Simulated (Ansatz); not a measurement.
**Question.** Name a neutral molecule of F, Ge, N and H with size of the dipole moment (PBE/def2-TZVPP) between 1.95 and 2.25 D and HOMO–LUMO gap (ωB97M-V/def2-TZVPP) between 11.60 and 11.90 eV (Ansatz, PBE0-D4/def2-TZVP geometry).

**Answer.** `[F][GeH2][NH][GeH3]` (2.04 D, 11.73 eV). Other molecules can fit too; these were computed, each in one conformer that needn't be the lowest.
